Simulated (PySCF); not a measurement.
# Shapes and spin states of OsO3

Computed with PBE/[Os def2-SVP with ECP60, O def2-SVP], scalar-relativistic core potentials, density fitting, no spin–orbit coupling, PySCF.

Relaxations began from a few typed shapes and spin states; open shells are unrestricted. The search is not exhaustive: other isomers or separated fragments can lie lower, and high-lying points may rest on an excited occupation.

| spin | group | bonds | angles | imaginary modes (cm⁻¹) | ΔE (kJ/mol) | ΔE with ZPE (kJ/mol) |
| --- | --- | --- | --- | --- | --- | --- |
| singlet | D3h | Os–O 1.710 Å (×3) | O–Os–O 120.0° (×3) | none | 0.0 | 0.0 |
| triplet | Cs | Os–O 1.726 Å (×2), Os–O 1.759 Å | O–Os–O 110.9° (×2), O–Os–O 127.4° | none | 138.9 | 137.3 |
| triplet | C2v | Os–O 1.729 Å (×2), Os–O 1.761 Å | O–Os–O 113.7° (×2), O–Os–O 132.5° | 149i | 146.1 | – |

The lowest minimum found is the singlet D3h: Os–O 1.710 Å (×3); O–Os–O 120.0° (×3).

Formally Os is in oxidation state +6, d2, with 0 unpaired electrons (the high-spin count would be 2). The polar-tensor charge on Os, 1.18, is far below the formal one.

For the lowest minimum: spin–orbit coupling, left out here, can matter for elements this heavy.
